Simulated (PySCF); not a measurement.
**Deuteron quadrupole couplings in `C=C(CCF)C(=O)[O-]`**

Species: C5H6FO2 (charge -1).
Geometry (GFN2-xTB, Å), atoms numbered from 1 in this order:
```
atom  x, y, z in Å
C1    -1.1216   -1.5551    0.1950
C2    -0.6803   -0.3353   -0.0636
C3     0.6240   -0.0862   -0.7692
C4     1.5910    0.6018    0.1795
F5     2.8544    0.7258   -0.3914
C6    -1.5102    0.9189    0.3810
O7    -2.6163    0.6793    0.8797
O8    -0.9617    2.0163    0.1882
H9    -2.0643   -1.6822    0.7017
H10   -0.5863   -2.4573   -0.0828
H11    1.0608   -1.0269   -1.1247
H12    0.4500    0.5739   -1.6227
H13    1.2295    1.6062    0.4100
H14    1.7304    0.0204    1.0971
```

Level: PBE0/pcSseg-1 (PySCF, non-relativistic); Q(2H) = 0.00286 b; rigid geometry, the same for H and D, with no vibrational averaging.

Problem. Rank these positions by the coupling χzz of a deuteron there, largest first.
A. H14 (methylene hydrogen)
B. H13 (methylene hydrogen)
C. H9 (vinylic hydrogen)
D. H10 (vinylic hydrogen)
E. H11 (methylene hydrogen)

Solution. C (226 kHz), D (222 kHz), E (202 kHz), A (197 kHz), B (188 kHz).

Problem. Give the electric field gradient Vzz (the principal value of largest size), its asymmetry and the 2H coupling at each hydrogen.

Solution. 
```
atom  bonded to  bond length (Å)  Vzz (au)     η  χzz (kHz)
  H9         C1            1.078    0.3362  0.01        226
 H10         C1            1.085    0.3300  0.05        222
 H11         C3            1.096    0.3006  0.01        202
 H12         C3            1.093    0.3047  0.03        205
 H13         C4            1.092    0.2803  0.09        188
 H14         C4            1.095    0.2927  0.08        197
```

Problem. How does χzz go with the bond length over the 6 C–H bonds?

Solution. A straight-line fit has a slope of -17.1 kHz for each 0.01 Å, with a correlation coefficient of -0.83, over lengths from 1.078 to 1.096 Å. The longer bonds have the smaller couplings here.

One conformer (not necessarily the lowest) at the GFN2-xTB geometry, without solvent, vibrations or thermal averaging. The pcSseg-1 basis has no diffuse functions, a weakness for an anion. GFN2-xTB bond lengths can be off by several hundredths of an ångström, more for odd bonds, and the gradients follow them. A larger basis could move these couplings by a tenth or more.
